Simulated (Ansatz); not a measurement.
One change: `B[SiH2]B(C)[SiH3]` becomes `CCB(C)[SiH3]`.

Ansatz, PBE0-D4/def2-TZVP geometries, multiplicity 1. Each molecule was computed in one conformer, which needn't be the lowest.

```tsv
property	`B[SiH2]B(C)[SiH3]`
HOMO–LUMO gap (PBE/def2-TZVPP) / eV	2.44
size of the dipole moment (ωB97M-V/def2-TZVPP) / D	1.19
HOMO energy (B3LYP/def2-TZVPP) / eV	-7.07
HOMO–LUMO gap (ωB97M-V/def2-TZVPP) / eV	8.32
HOMO energy (PBE/def2-TZVPP) / eV	-6.21
LUMO energy (ωB97M-V/def2-TZVPP) / eV	-0.95
```

**Question.** Give the same properties after the change, and the shifts. (An estimate is asked.)

**Answer.** Computed: 
```json
{"property": "HOMO–LUMO gap (PBE/def2-TZVPP) / eV", "`CCB(C)[SiH3]`": "4.01", "shift": "1.57"}
{"property": "size of the dipole moment (ωB97M-V/def2-TZVPP) / D", "`CCB(C)[SiH3]`": "1.42", "shift": "0.23"}
{"property": "HOMO energy (B3LYP/def2-TZVPP) / eV", "`CCB(C)[SiH3]`": "-7.34", "shift": "-0.27"}
{"property": "HOMO–LUMO gap (ωB97M-V/def2-TZVPP) / eV", "`CCB(C)[SiH3]`": "10.26", "shift": "1.94"}
{"property": "HOMO energy (PBE/def2-TZVPP) / eV", "`CCB(C)[SiH3]`": "-6.32", "shift": "-0.11"}
{"property": "LUMO energy (ωB97M-V/def2-TZVPP) / eV", "`CCB(C)[SiH3]`": "0.59", "shift": "1.54"}
```

With PBE0 the HOMO falls by 0.27 eV and the LUMO rises by 1.52 eV, so the gap widens by about 1.79 eV. PBE moves the HOMO by -0.11 eV and ωB97M-V by -0.39 eV. Dipoles are sizes alone; their direction can turn.

B3LYP here is the variant with VWN-RPA as its local correlation; programs differ in this.
